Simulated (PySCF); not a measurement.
FH3HfS3, multiplicity 1. Atoms are numbered in the order given.

```xyz
8

Hf     0.1421    -0.1576    -0.0041
F      1.3243    -1.6463     0.0794
S      0.9970     1.7802     1.1805
H      1.3723     1.0222     2.2413
S     -0.2559     0.5360    -2.2994
H     -1.5144     0.9198    -1.9731
S     -1.9920    -0.6812     1.0433
H     -1.9945    -1.9352     0.5255
```

Coordinates come from a PBE0-D3(BJ)/def2-SVP optimisation. The multiplicity is an assumed one; no other spin state was optimised. The structure was generated by enumeration; whether it is a known compound was not checked. The def2 effective core potentials stand for the cores of Hf; spin–orbit coupling is left out. One conformer was computed; it need not be the lowest.

All values below come from PySCF with PBE/def2-TZVP.

ESP charges are fitted to the potential on shells at 1.4 to 2.0 van der Waals radii. Atomic charges (e):

```csv
atom,Löwdin,ESP fit
Hf1,-0.14,0.78
F2,-0.18,-0.29
S3,0.04,-0.32
H4,0.07,0.17
S5,0.04,-0.29
H6,0.08,0.14
S7,0.03,-0.38
H8,0.07,0.17
```
